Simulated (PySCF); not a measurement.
TaF6, SMILES [F][Ta-]([F])([F])([F])([F])[F], charge -1, multiplicity 1. The structure is a stationary point at B3LYP-D3(BJ)/def2-SVPD. The multiplicity is an assumed one; no other spin state was optimised. The isomer is the one that the SMILES or the coordinates give; other isomers of the formula were not compared. The def2 effective core potentials stand for the cores of Ta; spin–orbit coupling is left out.

### Question
Give the equilibrium geometry at B3LYP-D3(BJ)/def2-SVPD (PySCF confirms it by a frequency run) as Cartesian coordinates in Å, and its point group. (The exact figures need the calculation; the answer reports its results.)

### Answer
point group Oh.
```xyz
7

Ta     0.0000     0.0000     0.0000
F      0.0000     1.9329     0.0000
F      0.0000    -1.9329     0.0000
F      0.0000     0.0000    -1.9329
F      1.9329     0.0000     0.0000
F     -1.9329     0.0000     0.0000
F      0.0000     0.0000     1.9329
```
Charge -1, spin multiplicity 1.
